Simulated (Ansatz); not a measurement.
`CS[Si]SC` + `N=C[SeH]` → `C[Se]C=N` + `CS[Si]S`  (substitution at a C–S bond)

Calculated with Ansatz (gas phase, PBE0-D4/def2-TZVP geometries, no zero-point term in ΔE). CCSD(T)/CBS is the MP2 limit (def2-TZVPP, def2-QZVPP) plus CCSD(T) − MP2 in def2-TZVPP, frozen cores. This one scheme is used for every species. DFT in def2-TZVPP. B3LYP here is the variant with VWN-RPA as its local correlation; programs differ in this. For Se outer-core shells are correlated without core-valence functions, which leaves a few kJ/mol of doubt a bond. Scalar relativity is left out up to krypton. Each species was taken in one conformer, which may not be the lowest.

```json
{"level": "PBE0-D4", "ΔE (eV)": "-0.38"}
{"level": "ωB97X-V", "ΔE (eV)": "-0.40"}
{"level": "PBE", "ΔE (eV)": "-0.40"}
{"level": "B3LYP", "ΔE (eV)": "-0.42"}
```

(1) What does CCSD(T)/CBS give? (Estimate.)

Largest T1 diagnostic among the species: 0.015.

## Answers

(1) Ansatz gave: -0.38 eV. The listed levels differ from it by 0.00, -0.02, -0.02, -0.04 eV.

The D4 term adds +0.07 eV with B3LYP and +0.04 eV with PBE0; it sums over pairs of atoms, weighted by their polarisabilities, and B3LYP, whose exchange is more repulsive, gets the larger term. In def2-TZVPP, CCSD(T) changes the Hartree–Fock value by +0.07 eV (the triples alone add +0.02 eV) and MP2 by +0.04 eV.
